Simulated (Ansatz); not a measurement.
Complex (SMILES): N#N (N2) with S (H2S), atoms 1 to 2 the first; geometry from B3LYP-D3(BJ)/def2-TZVP, monomers rigid:
```xyz
5

N      0.5569     0.0216    -0.1918
N      0.4057    -0.6429     0.6599
S     -1.8739     2.6331    -1.4786
H     -0.7246     1.9720    -1.6881
H     -1.2906     3.5002    -0.6354
```

How fast the counterpoise-corrected interaction energy converges with the basis for several methods (Ansatz, a quantum-chemistry and plane-wave program): deviation from each method's own reference, in kcal/mol. References: HF 0.37 kcal/mol, the value in aug-pcseg-3; MP2 -0.70 kcal/mol, Hartree-Fock in aug-cc-pV(Q+d)Z plus the correlation part extrapolated as X^-3 from aug-cc-pV(T+d)Z and aug-cc-pV(Q+d)Z; PBE -0.34 kcal/mol, the value in aug-pcseg-3; PBE0 -0.23 kcal/mol, the value in aug-pcseg-3. All functions are spherical. In correlated methods cores are frozen. No added dispersion term, no relativity. 

| basis | functions | HF | MP2 | PBE | PBE0 |
|---|---|---|---|---|---|
| STO-3G | 21 | -0.24 | (withheld) | 0.09 | 0.05 |
| def2-SVP | 56 | -0.14 | (withheld) | -0.05 | -0.08 |
| 6-311++G(2d,2p) | 109 | 0.00 | (withheld) | 0.01 | 0.01 |
| pcseg-2 | 122 | -0.03 | (withheld) | -0.03 | -0.03 |
| def2-TZVPPD | 159 | 0.00 | (withheld) | 0.00 | 0.00 |
| def2-QZVPPD | 271 | 0.00 | (withheld) | 0.00 | 0.00 |
| aug-cc-pV(Q+d)Z | 341 | 0.00 | (withheld) | 0.00 | 0.00 |
| aug-pcseg-3 | 357 | 0.00 | (withheld) | 0.00 | 0.00 |

Problem. Fill in the missing entries.

Solution. 
- STO-3G, MP2: 0.70
- def2-SVP, MP2: 0.41
- 6-311++G(2d,2p), MP2: 0.27
- pcseg-2, MP2: 0.30
- def2-TZVPPD, MP2: 0.14
- def2-QZVPPD, MP2: 0.08
- aug-cc-pV(Q+d)Z, MP2: 0.03
- aug-pcseg-3, MP2: 0.05

Mean absolute deviation over 6-311++G(2d,2p), pcseg-2, def2-TZVPPD: HF 0.01, PBE0 0.01, PBE 0.02, MP2 0.24 kcal/mol.
